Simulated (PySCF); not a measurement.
Can point charges reproduce the dipole moment of `CSc1nnn(C)c1C`?

Coordinates (GFN2-xTB, Å) and charges (e) from the PBE0/pcSseg-1 density (PySCF):

| atom | x | y | z | Mulliken | IAO | Hirshfeld | ESP-fitted |
| --- | --- | --- | --- | --- | --- | --- | --- |
| C1 | 3.480 | -0.010 | -0.448 | -0.3481 | -0.4944 | -0.1167 | -0.4396 |
| S2 | 2.109 | 1.174 | -0.518 | +0.0378 | +0.1405 | +0.0032 | -0.1763 |
| C3 | 0.803 | 0.086 | -0.120 | -0.1380 | -0.0929 | -0.0253 | +0.2598 |
| N4 | 0.975 | -1.226 | 0.135 | -0.2985 | -0.2198 | -0.1411 | -0.1555 |
| N5 | -0.167 | -1.750 | 0.391 | -0.0152 | -0.1237 | -0.0910 | -0.4590 |
| N6 | -1.103 | -0.812 | 0.313 | -0.5256 | +0.0364 | +0.0410 | +0.5957 |
| C7 | -2.482 | -1.109 | 0.553 | -0.0329 | -0.3169 | -0.0493 | -0.4393 |
| C8 | -0.548 | 0.383 | -0.010 | +0.1358 | +0.0199 | +0.0153 | -0.1583 |
| C9 | -1.307 | 1.641 | -0.179 | -0.1107 | -0.4358 | -0.1135 | -0.5990 |
| H10 | 4.382 | 0.541 | -0.693 | +0.1469 | +0.1636 | +0.0522 | +0.2346 |
| H11 | 3.299 | -0.800 | -1.170 | +0.1609 | +0.1695 | +0.0449 | +0.1415 |
| H12 | 3.537 | -0.423 | 0.554 | +0.1605 | +0.1691 | +0.0450 | +0.1371 |
| H13 | -2.856 | -0.528 | 1.399 | +0.1285 | +0.1578 | +0.0574 | +0.1497 |
| H14 | -2.556 | -2.171 | 0.777 | +0.1446 | +0.1852 | +0.0653 | +0.1590 |
| H15 | -3.080 | -0.877 | -0.330 | +0.1282 | +0.1576 | +0.0574 | +0.1509 |
| H16 | -2.062 | 1.536 | -0.959 | +0.1368 | +0.1563 | +0.0505 | +0.1893 |
| H17 | -1.812 | 1.915 | 0.749 | +0.1377 | +0.1568 | +0.0505 | +0.1916 |
| H18 | -0.621 | 2.437 | -0.455 | +0.1512 | +0.1711 | +0.0540 | +0.2177 |

Problem. What dipole does each set of charges give (1 e·Å = 4.803 D), and what does the density give?

Solution. The full density gives (-3.20, 1.73, 0.04) D, 3.64 D in size; dipole vectors point from the negative to the positive end.

```
    scheme     μx    μy     μz  size (D)  share of the full size (%)  angle to the full dipole (°)
  Mulliken  -3.91  4.77  -0.51      6.19                         170                            23
       IAO  -3.05  2.29  -0.10      3.82                         105                             9
 Hirshfeld  -2.52  1.12   0.09      2.76                          76                             5
ESP-fitted  -3.15  1.73   0.01      3.60                          99                             1
```

Problem. Which set comes closest?

Solution. Length of the difference vector: ESP-fitted 0.06 D, IAO 0.59 D, Hirshfeld 0.92 D, Mulliken 3.17 D. Closest: ESP-fitted. ESP charges are fitted to the potential around the molecule, whose slowest-falling term is the dipole's. The schemes that divide the density aren't constrained to reproduce the dipole.

Problem. What is left for the Hirshfeld atoms' own dipoles?

Solution. The Hirshfeld atoms' densities add up to the full density, so μ = Σ q r + Σ (atomic dipoles). The atomic dipoles sum to (-3.20, 1.73, 0.04) − (-2.52, 1.12, 0.09) = (-0.68, 0.61, -0.05) D, 0.92 D in size.

Problem. With the origin at the mean of the coordinates, (0.000, 0.000, -0.001) Å, which are the largest single terms, by size, of the Mulliken dipole along the direction of the full one?

Solution. C1 +5.13, H12 -2.55, H11 -2.55, H10 -2.54, N4 +2.06 D; all 18 atoms together +5.70 D. The single terms depend on the origin, their sum doesn't.

Problem. Give the size of the full dipole in other units.

Solution. 3.64 D = 1.432 au = 0.758 e·Å = 12.14 × 10⁻³⁰ C·m.

Geometry: GFN2-xTB, one conformer, isolated molecule.

Conformer computed: `[CH3:1][S:2][c:3]1[n:4][n:5][n:6]([CH3:7])[c:8]1[CH3:9]`: C1–S2–C3–N4 0°.
